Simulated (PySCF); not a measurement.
Molecule: SMILES [C-]#[N+]C1CCCCC1, C₇H₁₁N.

Molfile (atoms numbered from 1):
```
C7H11N
     RDKit          3D

 19 19  0  0  0  0  0  0  0  0999 V2000
   -0.5294    3.9135    0.6253 C   0  0  0  0  0  0  0  0  0  0  0  0
   -0.4656    2.8126    0.2262 N   0  0  0  0  0  0  0  0  0  0  0  0
   -0.3820    1.4705   -0.2233 C   0  0  0  0  0  0  0  0  0  0  0  0
   -1.5310    0.6338    0.3444 C   0  0  0  0  0  0  0  0  0  0  0  0
   -1.4330   -0.8124   -0.1264 C   0  0  0  0  0  0  0  0  0  0  0  0
   -0.0793   -1.4244    0.2185 C   0  0  0  0  0  0  0  0  0  0  0  0
    1.0652   -0.5837   -0.3377 C   0  0  0  0  0  0  0  0  0  0  0  0
    0.9775    0.8635    0.1317 C   0  0  0  0  0  0  0  0  0  0  0  0
   -0.4774    1.4920   -1.3244 H   0  0  0  0  0  0  0  0  0  0  0  0
   -1.4782    0.6801    1.4457 H   0  0  0  0  0  0  0  0  0  0  0  0
   -2.4917    1.0845    0.0518 H   0  0  0  0  0  0  0  0  0  0  0  0
   -1.5834   -0.8507   -1.2205 H   0  0  0  0  0  0  0  0  0  0  0  0
   -2.2502   -1.4030    0.3163 H   0  0  0  0  0  0  0  0  0  0  0  0
    0.0196   -1.4905    1.3168 H   0  0  0  0  0  0  0  0  0  0  0  0
   -0.0169   -2.4563   -0.1616 H   0  0  0  0  0  0  0  0  0  0  0  0
    2.0376   -1.0101   -0.0456 H   0  0  0  0  0  0  0  0  0  0  0  0
    1.0360   -0.6114   -1.4419 H   0  0  0  0  0  0  0  0  0  0  0  0
    1.1021    0.9170    1.2268 H   0  0  0  0  0  0  0  0  0  0  0  0
    1.7783    1.4758   -0.3106 H   0  0  0  0  0  0  0  0  0  0  0  0
  1  2  3  0
  2  3  1  0
  3  4  1  0
  4  5  1  0
  5  6  1  0
  6  7  1  0
  7  8  1  0
  8  3  1  0
  3  9  1  0
  4 10  1  0
  4 11  1  0
  5 12  1  0
  5 13  1  0
  6 14  1  0
  6 15  1  0
  7 16  1  0
  7 17  1  0
  8 18  1  0
  8 19  1  0
M  CHG  2   1  -1   2   1
M  END
```

Geometry PBE0-D3(BJ)/def2-SVP throughout; GIAO in PySCF 2.14.0 with density-fitted response routines, gas phase, one conformer, non-relativistic; equivalent atoms averaged; functional PBE0.

Task: How do the shifts δ (against TMS, NH3 at the same level) depend on the basis set? (a selection of nuclei; ppm; last column core-seconds on shared hosts with different chips, so compare them loosely)

Result: 
```tsv
basis set	functions	C1	C4/C8	C6	N2	H11/H19	H10/H18	H13/H16	H14	H12/H17	core-s
STO-3G	51	162.6	29.2	26.1	102.6	1.67	1.30	1.23	0.84	0.83	5.9
pcSseg-0	94	183.2	35.6	25.4	206.4	2.15	1.57	1.61	1.18	1.20	11
6-31G	94	162.5	34.5	25.7	180.4	2.26	1.80	1.78	1.46	1.48	14
6-31G*	134	161.5	33.3	24.9	171.9	2.05	1.54	1.67	1.28	1.30	21
cc-pVDZ	167	168.7	36.4	27.4	191.9	2.02	1.37	1.64	1.06	1.12	26
def2-SVP	167	167.2	33.7	24.8	188.6	1.90	1.24	1.52	0.95	0.99	23
pcSseg-1	191	179.5	36.8	27.0	207.6	2.05	1.35	1.65	1.07	1.13	57
6-311+G(2d,p)	282	171.8	36.4	27.0	202.7	2.07	1.35	1.71	1.09	1.13	60
aug-cc-pVDZ	283	165.9	36.3	27.2	192.0	2.17	1.42	1.81	1.17	1.22	60
def2-TZVP	314	174.9	37.4	27.9	207.1	2.08	1.38	1.72	1.11	1.16	69
```

Task: Which nucleus among those listed moves most, in ppm?

Result: N2 (isocyanide nitrogen): from 102.6 ppm with STO-3G to 207.6 ppm with pcSseg-1. The smallest spread is 0.56 ppm, at H10/H18. Proton shifts span only some 12 ppm, so a few tenths of a ppm matter as much there as several ppm in carbon.

Task: Taking the largest basis, def2-TZVP (314 functions), as the yardstick, rank the others by their worst heavy-atom deviation.

Result: 6-311+G(2d,p) 4.4 ppm (282 functions), pcSseg-1 4.6 ppm (191 functions), pcSseg-0 8.3 ppm (94 functions), aug-cc-pVDZ 15.1 ppm (283 functions), cc-pVDZ 15.2 ppm (167 functions), def2-SVP 18.5 ppm (167 functions), 6-31G 26.7 ppm (94 functions), 6-31G* 35.2 ppm (134 functions), STO-3G 104.5 ppm (51 functions).

A small basis that lands close on one nucleus may do so by chance; judge by the trend and by all nuclei.
